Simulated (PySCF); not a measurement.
3-ethynylthiophene (C6H4S), SMILES C#Cc1ccsc1.

The structure is a stationary point at B3LYP-D3(BJ)/def2-SVP.

Method: B3LYP/def2-TZVP (PySCF).

Symmetry labels are those of the subgroup Cs that the program uses (full group Cs).

Computed valence orbital energies around the gap with their symmetry:
```
orbital  symmetry  energy (eV)
-------  --------  -----------
HOMO−7         A'       -11.38
HOMO−6         A'       -11.13
HOMO−5         A"       -10.93
HOMO−4         A'        -9.84
HOMO−3         A"        -8.72
HOMO−2         A'        -7.79
HOMO−1         A"        -7.09
HOMO           A"        -6.50
LUMO           A"        -1.18
LUMO+1         A"         0.01
LUMO+2         A'         0.17
LUMO+3         A'         0.96
```
